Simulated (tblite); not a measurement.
A geometry optimisation, step by step.

Species: C5H12GaNS.
Atom-mapped SMILES: `[CH3:1][C:2]#[C:3][CH2:4][S:5][CH2:6][GaH2-:7][NH3+:8]` (hydrogens: H9, H10, H11 on C1; H12, H13 on C4; H14, H15 on C6; H16, H17 on Ga7; H18, H19, H20 on N8)
Bond orders are those of one Lewis drawing.

Computed with GFN2-xTB (tblite), gas phase: L-BFGS steps from a force-field or distance-geometry start until the largest atomic force falls under 0.01 eV/Å. 5 of its 165 geometries are shown.

Step 0: E = -654.9345 eV, largest atomic force 2.460 eV/Å
```
atom  x, y, z in Å  |  force x, y, z in eV/Å
C1     -4.240    0.661    0.342   -0.252  -0.119  -0.674
C2     -3.071    0.020   -0.273    1.236  -0.526  -0.668
C3     -2.080   -0.501   -0.758   -1.318   1.042   0.243
C4     -0.899   -1.120   -1.393   -2.035   0.115   0.688
S5      0.206   -1.641   -0.058    0.310  -1.748   0.038
C6      0.931   -0.271    0.836    0.300   1.011   1.160
Ga7     2.210    0.825   -0.220   -1.763   1.643  -0.492
N8      3.917   -0.068   -0.123    1.129  -0.561  -0.321
H9     -5.197    0.195   -0.026    0.950   0.172   0.472
H10    -4.143    0.564    1.429   -0.245   0.091  -0.253
H11    -4.312    1.733    0.051    0.311  -0.627   0.268
H12    -1.315   -2.050   -1.860    0.835   0.469   0.259
H13    -0.451   -0.462   -2.120    0.306   0.185  -0.121
H14     1.526   -0.734    1.683   -0.672  -0.046  -0.602
H15     0.159    0.348    1.356    0.110  -0.534  -0.290
H16     2.293    2.288    0.469    0.317  -0.485  -0.310
H17     1.829    0.940   -1.769    0.441  -0.068   0.338
H18     4.576    0.450   -0.747   -0.266  -0.590   0.677
H19     3.790   -1.033   -0.489    0.221   0.505   0.174
H20     4.268   -0.137    0.848    0.085   0.071  -0.587
```

Step 41: E = -655.7374 eV, largest atomic force 0.100 eV/Å
```
atom  x, y, z in Å  |  force x, y, z in eV/Å
C1     -4.136    0.629    0.366    0.005   0.006  -0.004
C2     -2.947    0.009   -0.179    0.028  -0.010  -0.011
C3     -1.986   -0.483   -0.704    0.023   0.020   0.020
C4     -0.791   -1.028   -1.295   -0.012  -0.010  -0.003
S5      0.349   -1.764   -0.056   -0.051   0.007  -0.086
C6      0.749   -0.241    0.881    0.005   0.047   0.011
Ga7     1.909    0.923   -0.308   -0.013  -0.021   0.046
N8      3.794   -0.132   -0.170    0.021  -0.016   0.024
H9     -5.027    0.131   -0.013   -0.011  -0.028  -0.014
H10    -4.140    0.574    1.454    0.054  -0.043   0.020
H11    -4.164    1.677    0.071   -0.014   0.038  -0.007
H12    -1.036   -1.839   -1.984    0.043   0.020   0.027
H13    -0.234   -0.236   -1.818   -0.028  -0.058   0.032
H14     1.293   -0.597    1.767    0.010   0.014  -0.033
H15    -0.205    0.155    1.244    0.001   0.009  -0.015
H16     2.353    2.308    0.240    0.047   0.014  -0.002
H17     1.858    0.845   -1.855   -0.007  -0.011  -0.029
H18     4.493    0.336   -0.747   -0.024   0.017   0.003
H19     3.717   -1.094   -0.502   -0.083   0.004   0.000
H20     4.147   -0.162    0.785    0.006   0.002   0.020
```

Step 82: E = -655.7836 eV, largest atomic force 0.052 eV/Å
```
atom  x, y, z in Å  |  force x, y, z in eV/Å
C1     -4.012    0.498    0.461    0.001  -0.002  -0.006
C2     -2.838   -0.032   -0.195   -0.032  -0.008  -0.027
C3     -1.903   -0.482   -0.796    0.036  -0.017  -0.034
C4     -0.696   -0.982   -1.401    0.005  -0.010   0.015
S5      0.484   -1.571   -0.124    0.023   0.014   0.032
C6      0.684    0.004    0.807   -0.036  -0.013   0.030
Ga7     1.954    1.097   -0.323    0.018  -0.013  -0.023
N8      3.599   -0.261   -0.092    0.002  -0.020   0.003
H9     -4.905   -0.016    0.106   -0.003  -0.013   0.010
H10    -3.926    0.359    1.538   -0.018  -0.003   0.019
H11    -4.111    1.563    0.249    0.010   0.013   0.000
H12    -0.892   -1.852   -2.030   -0.004   0.032  -0.003
H13    -0.194   -0.194   -1.976   -0.014  -0.012   0.017
H14     1.139   -0.288    1.763   -0.019  -0.018  -0.018
H15    -0.330    0.343    1.033    0.015   0.020   0.007
H16     2.529    2.427    0.220    0.038   0.015   0.002
H17     1.886    0.998   -1.869    0.011   0.010   0.002
H18     4.373   -0.118   -0.738   -0.005   0.025  -0.018
H19     3.172   -1.167   -0.307   -0.004  -0.007   0.011
H20     3.982   -0.314    0.852   -0.024   0.007  -0.018
```

Step 123: E = -655.7964 eV, largest atomic force 0.043 eV/Å
```
atom  x, y, z in Å  |  force x, y, z in eV/Å
C1     -4.096    0.395    0.432   -0.014  -0.006  -0.004
C2     -2.885   -0.067   -0.208   -0.006  -0.007   0.005
C3     -1.913   -0.472   -0.782    0.012   0.010   0.007
C4     -0.665   -0.927   -1.335    0.009  -0.007   0.002
S5      0.478   -1.454    0.002    0.001   0.005   0.019
C6      0.689    0.176    0.835   -0.008  -0.020   0.006
Ga7     2.073    1.132   -0.291    0.006   0.032   0.028
N8      3.576   -0.377   -0.179    0.005  -0.003  -0.003
H9     -4.955   -0.144    0.034   -0.022   0.002   0.000
H10    -4.035    0.217    1.506   -0.002   0.006  -0.002
H11    -4.234    1.463    0.257    0.014  -0.008  -0.005
H12    -0.805   -1.809   -1.962    0.003   0.000  -0.015
H13    -0.165   -0.131   -1.896   -0.004   0.012   0.003
H14     1.054   -0.069    1.840    0.011   0.000  -0.012
H15    -0.322    0.574    0.957    0.017   0.002   0.005
H16     2.852    2.341    0.289   -0.013  -0.021  -0.021
H17     1.928    1.128   -1.832   -0.001   0.006  -0.026
H18     4.304   -0.275   -0.885   -0.004  -0.008   0.004
H19     3.093   -1.267   -0.341   -0.008   0.021   0.005
H20     4.025   -0.424    0.735    0.003  -0.017   0.004
```

Step 164: E = -655.8030 eV, largest atomic force 0.010 eV/Å
```
atom  x, y, z in Å  |  force x, y, z in eV/Å
C1     -4.204    0.304    0.364   -0.001   0.002   0.000
C2     -2.939   -0.102   -0.206   -0.001   0.001   0.004
C3     -1.912   -0.442   -0.725    0.006  -0.001  -0.003
C4     -0.627   -0.848   -1.231   -0.002  -0.004   0.000
S5      0.472   -1.380    0.141    0.000   0.002  -0.004
C6      0.778    0.274    0.888   -0.003  -0.003   0.007
Ga7     2.161    1.169   -0.298    0.006   0.000   0.001
N8      3.540   -0.458   -0.261   -0.004   0.009   0.003
H9     -5.019   -0.252   -0.100   -0.002  -0.002  -0.004
H10    -4.207    0.105    1.436    0.003  -0.002   0.001
H11    -4.363    1.370    0.202    0.002   0.004  -0.003
H12    -0.716   -1.712   -1.891    0.000   0.004  -0.004
H13    -0.123   -0.020   -1.744   -0.005  -0.008   0.004
H14     1.183    0.056    1.885    0.000   0.004   0.001
H15    -0.210    0.716    1.042    0.002  -0.002   0.001
H16     3.024    2.320    0.270    0.001   0.003   0.001
H17     1.964    1.208   -1.836   -0.004   0.001  -0.003
H18     4.232   -0.456   -1.007   -0.004  -0.006  -0.005
H19     2.932   -1.278   -0.378    0.000  -0.004  -0.006
H20     4.030   -0.563    0.627    0.005   0.003   0.006
```

Q: Summarise the path.

A: The energy falls by 20.03 kcal/mol from step 0 to step 164; nine tenths of that is first reached at step 27. It falls at every step. The largest force goes from 2.460 to 0.010 eV/Å. Among the bonds Ga7–N8 changes most, from 1.929 to 2.133 Å; the atoms move by 0.580 Å rms after alignment.

Q: Follow the three bonds and two angles with the largest change from start to end.

A: 
```tsv
step	E above end (kcal/mol)	largest force (eV/Å)	Ga7–N8 (Å)	Ga7–H16 (Å)	S5–C6 (Å)	C4–S5–C6 (°)	C6–Ga7–H16 (°)
0	20.03	2.460	1.929	1.619	1.790	113.3	107.8
7	5.21	0.359	2.176	1.533	1.837	108.1	114.0
14	3.22	0.203	2.193	1.561	1.835	103.9	116.9
21	2.54	0.203	2.161	1.559	1.838	100.9	118.3
29	1.94	0.092	2.152	1.557	1.832	98.2	116.6
36	1.68	0.126	2.159	1.553	1.835	98.0	117.2
43	1.47	0.086	2.163	1.554	1.838	98.5	118.2
50	1.26	0.092	2.160	1.554	1.833	98.8	120.5
57	1.11	0.088	2.143	1.552	1.835	99.1	121.9
64	0.87	0.104	2.140	1.554	1.843	98.9	121.8
71	0.71	0.075	2.146	1.551	1.840	98.9	121.4
78	0.50	0.073	2.152	1.552	1.838	98.3	120.0
86	0.41	0.040	2.137	1.549	1.838	98.3	120.6
93	0.37	0.038	2.135	1.549	1.840	98.5	120.7
100	0.33	0.028	2.136	1.549	1.840	98.5	120.8
107	0.30	0.059	2.133	1.548	1.840	98.3	119.8
114	0.24	0.057	2.138	1.549	1.842	98.7	119.8
121	0.16	0.063	2.136	1.549	1.842	98.4	120.4
128	0.12	0.050	2.134	1.545	1.841	98.3	120.9
135	0.09	0.049	2.131	1.549	1.840	98.3	120.8
143	0.05	0.022	2.134	1.547	1.841	98.3	120.2
150	0.03	0.033	2.133	1.547	1.841	98.1	119.7
157	0.01	0.022	2.133	1.546	1.841	98.2	119.4
164	0.00	0.010	2.133	1.546	1.841	98.2	119.6
```

What follows is the cost of the whole relaxation. Time: 2.6 s. Hardware: an Arm Neoverse N1 with one thread, no GPU (shared host).
